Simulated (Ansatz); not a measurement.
Reaction (hydrogenolysis of the Si–N bond): `N[SiH2][Si](N)(F)F` + H₂ → `N[Si](F)(F)[SiH3]` + NH₃

Program: Ansatz. Geometries: PBE0-D4/def2-TZVP. ΔE: electronic, gas phase. CCSD(T)/CBS is the MP2 limit (def2-TZVPP, def2-QZVPP) plus CCSD(T) − MP2 in def2-TZVPP, frozen cores. This one scheme is used for every species. Functionals use def2-TZVPP. One conformer a species, not always the lowest.

`N[SiH2][Si](N)(F)F`:

```xyz
12

N     2.162   -0.039    0.903
Si    1.141    0.045   -0.474
Si   -1.036   -0.385    0.255
N    -2.195    0.270   -0.787
F    -1.392   -1.932    0.395
F    -1.129    0.164    1.760
H     1.837    0.315    1.788
H     3.163    0.027    0.823
H     1.107    1.362   -1.190
H     1.581   -0.959   -1.478
H    -2.092    1.188   -1.185
H    -3.147   -0.057   -0.810
```

H₂:

Z-matrix (Å, degrees):
```
H
H 1 0.746
```

`N[Si](F)(F)[SiH3]`:

Cartesian coordinates in Å:
```
N 1.013 1.406 0.449
Si 0.408 -0.151 0.704
F -0.240 -0.138 2.160
F 1.538 -1.278 0.779
Si -1.123 -0.781 -0.940
H 1.375 1.698 -0.443
H 1.367 1.967 1.207
H -0.517 -0.528 -2.276
H -1.458 -2.224 -0.826
H -2.362 0.030 -0.815
```

NH₃:

Cartesian coordinates in Å:
```
N -0.007 -0.122 -0.254
H 0.550 0.725 -0.256
H -0.933 0.133 0.065
H 0.390 -0.736 0.446
```

| species | PBE0-D4 energy (Eh) |
| --- | --- |
| `N[SiH2][Si](N)(F)F` | -891.59620 |
| H₂ | -1.16855 |
| `N[Si](F)(F)[SiH3]` | -836.24284 |
| NH₃ | -56.51608 |

Q: Work out ΔE.

A: ΔE = (-836.24284) + (-56.51608) − (-891.59620) − (-1.16855) = 0.00583 Eh = +15.3 kJ/mol. CCSD(T)/CBS gives +18.5 kJ/mol.

Largest T1 diagnostic among the species: 0.012.

In def2-TZVPP, CCSD(T) changes the Hartree–Fock value by +8.6 kJ/mol (the triples alone add +2.4 kJ/mol) and MP2 by +16.1 kJ/mol. The D4 term adds +8.5 kJ/mol with B3LYP and +4.7 kJ/mol with PBE0; it sums over pairs of atoms, weighted by their polarisabilities, and B3LYP, whose exchange is more repulsive, gets the larger term.

B3LYP here is the variant with VWN-RPA as its local correlation; programs differ in this.
